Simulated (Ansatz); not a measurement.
Two structures of Si₂H₇ClO, singlet, reached by relaxing down either side of one saddle point (PBE0-D4/def2-TZVP). Energies are electronic, without zero-point energy. Ansatz 0.2.0; basis: def2-TZVPP and def2-QZVPP; cores frozen in the correlated methods. Extrapolation: Hartree–Fock as exp(−7.88 √X), correlation as X^−2.97. First:

```csv
atom,x (Å),y (Å),z (Å)
Si1,-1.2360,0.5112,0.0368
Si2,0.4356,-1.0984,0.4026
H3,-0.9511,1.2886,-1.1918
H4,-2.5361,-0.2029,-0.1249
O5,-1.3030,1.6161,1.2644
H6,2.3838,0.2870,-1.3927
Cl7,2.2637,0.6681,-2.6114
H8,0.2347,-1.7861,1.7085
H9,0.4457,-2.1191,-0.6796
H10,1.7868,-0.4616,0.4479
H11,-1.5240,1.2972,2.1402
```

Second:

| atom | x (Å) | y (Å) | z (Å) |
| --- | --- | --- | --- |
| Si1 | -0.9525 | 1.5466 | -0.6996 |
| Si2 | 1.0156 | -1.8007 | 0.3907 |
| H3 | -1.8998 | 2.4556 | -1.3701 |
| H4 | -0.9862 | 0.1750 | -1.2613 |
| O5 | -1.3375 | 1.5663 | 0.8856 |
| H6 | 1.6432 | -1.3092 | -0.8585 |
| Cl7 | 0.9554 | 2.2376 | -1.0232 |
| H8 | 0.6567 | -0.6366 | 1.2464 |
| H9 | -0.2186 | -2.5634 | 0.0796 |
| H10 | 1.9648 | -2.6600 | 1.1404 |
| H11 | -0.8412 | 0.9888 | 1.4699 |

(1) Which bonds change from the first to the second?

(2) Give the saddle point's structure and its height above each. (To be estimated.)

T1 diagnostic: at most 0.014.

Answers

(1) Si₂H₆O ([OH][SiH2][SiH3]) + HCl → SiH₃ClO ([OH][SiH2][Cl]) + SiH₄; bonds formed: Si1–Cl7, Si2–H6; bonds broken: Si1–Si2, H6–Cl7.

(2) By the calculation: 1.553 eV above the first and 2.805 eV above the second (CCSD(T) at an estimated basis limit (MP2 extrapolated from triple and quadruple zeta, plus CCSD(T) − MP2 in triple zeta)).
```json
{"atom": "Si1", "x (Å)": "-0.6842", "y (Å)": "0.6863", "z (Å)": "-0.2908"}
{"atom": "Si2", "x (Å)": "0.6653", "y (Å)": "-1.4176", "z (Å)": "0.1868"}
{"atom": "H3", "x (Å)": "-1.1221", "y (Å)": "0.7501", "z (Å)": "-1.6923"}
{"atom": "H4", "x (Å)": "-1.6391", "y (Å)": "-0.2468", "z (Å)": "0.4152"}
{"atom": "O5", "x (Å)": "-0.6969", "y (Å)": "2.0044", "z (Å)": "0.6727"}
{"atom": "H6", "x (Å)": "0.9750", "y (Å)": "0.2022", "z (Å)": "-0.4958"}
{"atom": "Cl7", "x (Å)": "1.5224", "y (Å)": "1.6196", "z (Å)": "-1.1907"}
{"atom": "H8", "x (Å)": "0.4456", "y (Å)": "-1.4661", "z (Å)": "1.6513"}
{"atom": "H9", "x (Å)": "-0.2714", "y (Å)": "-2.3009", "z (Å)": "-0.5487"}
{"atom": "H10", "x (Å)": "2.0747", "y (Å)": "-1.7447", "z (Å)": "-0.1471"}
{"atom": "H11", "x (Å)": "-1.2691", "y (Å)": "1.9135", "z (Å)": "1.4392"}
```

Labels in which every atom is bracketed show which atoms are joined, not bond orders.

For scale, one of the runs: CCSD(T)/def2-TZVPP, 255 basis functions (an equivalent command: `ansatz run in.yaml --threads 4`). Time: 2.2 min of wall clock on 4 CPU threads; the host was shared. Peak host memory: 5.2 GiB.
